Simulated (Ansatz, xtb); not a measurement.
**Relative energy of two isomers of C3H8O3S**

Structure X: `CCCS(=O)(=O)O`, a singlet. Structure Y: `CCOS(C)(=O)=O`, a singlet. Both are isolated molecules in the gas phase, relaxed with PBE0-D3(BJ)/def2-SVP; the shapes shown needn't be the lowest conformers.

X (Å):

```xyz
15

C    -1.2798   -0.0090    0.8434
C    -1.0141    0.4114   -0.5936
C    -1.3515   -0.6368   -1.6451
O    -3.7933    0.2855   -2.0832
O    -3.5252   -1.7699   -0.6265
O    -3.1641   -1.8988   -3.0699
S    -3.1076   -0.9530   -1.7448
H    -0.9619    0.7807    1.5395
H    -2.3458   -0.2107    1.0182
H    -0.7274   -0.9267    1.0991
H     0.0533    0.6543   -0.7246
H    -1.5700    1.3321   -0.8352
H    -1.0662   -0.3055   -2.6539
H    -0.8859   -1.6137   -1.4448
H    -3.5931   -1.3762   -3.7649
```

Y (Å):

| atom | x (Å) | y (Å) | z (Å) |
| --- | --- | --- | --- |
| C | -2.7164 | 1.3346 | -1.9848 |
| C | -1.6678 | 0.5437 | -1.2492 |
| C | -2.6448 | -2.1349 | 1.4282 |
| O | -2.3453 | -0.3428 | -0.3471 |
| O | -0.6715 | -2.2070 | -0.3263 |
| O | -0.6162 | -0.4437 | 1.4633 |
| S | -1.3691 | -1.2836 | 0.5498 |
| H | -3.3276 | 1.9204 | -1.2831 |
| H | -2.2350 | 2.0284 | -2.6894 |
| H | -3.3814 | 0.6682 | -2.5529 |
| H | -1.0516 | -0.0557 | -1.9394 |
| H | -0.9985 | 1.1985 | -0.6671 |
| H | -3.2670 | -2.6728 | 0.7037 |
| H | -2.1350 | -2.8354 | 2.1017 |
| H | -3.2261 | -1.3998 | 1.9967 |

**Question.** Which of the two would you expect CCSD(T)/def2-SVP + ΔMP2/def2-TZVPP electronic energies to favour?

**Answer.** Structure X; the calculation gives E(Y) − E(X) = +28.9 kJ/mol.

How the difference moves with the method:

| level | geometry | E(Y) − E(X) (kJ/mol) | departure from the last row (kJ/mol) | job, with rough time for the two |
| --- | --- | --- | --- | --- |
| GFN2-xTB | GFN2-xTB | +17.9 | −11.1 | optimisation, 0.19 s |
| HF/STO-3G | GFN2-xTB | −17.1 | −46.1 | single point, 0.4 s |
| r2SCAN-D4/def2-SVP | GFN2-xTB | +21.6 | −7.3 | single point, 3.8 s |
| PBE0-D3(BJ)/def2-SVP | PBE0-D3(BJ)/def2-SVP | +30.0 | +1.1 | optimisation, 44 s |
| HF/def2-SVP | PBE0-D3(BJ)/def2-SVP | +12.3 | −16.7 | part of the CCSD(T) run |
| MP2/def2-SVP | PBE0-D3(BJ)/def2-SVP | +32.6 | +3.7 | part of the CCSD(T) run |
| CCSD(T)/def2-SVP | PBE0-D3(BJ)/def2-SVP | +27.5 | −1.4 | single point |
| CCSD(T)/def2-SVP + ΔMP2/def2-TZVPP | PBE0-D3(BJ)/def2-SVP | +28.9 |  | single point, 75 s |

As drawn, Y has 1 C–O, 1 C–H in place of 1 C–C, 1 O–H.

HF/STO-3G puts the two in the other order. The largest departure from CCSD(T)/def2-SVP + ΔMP2/def2-TZVPP is that of HF/STO-3G, 46.1 kJ/mol. The last row adds to CCSD(T) the change of the MP2 difference between the two basis sets, here +1.4 kJ/mol.

With thermal terms from frequencies at re-optimised GFN2-xTB minima (ideal gas, soft modes damped towards free rotors, one conformer each, 298.15 K, 1 atm): on the last row, ΔE + ΔZPE = +27.4, ΔH = +27.9, ΔG = +25.7 kJ/mol.

The correlated steps freeze 11 core orbitals. Programs: Ansatz 0.2.0, xtb 6.7.1; the last row on 4 threads of Arm Neoverse V1 on a shared host.
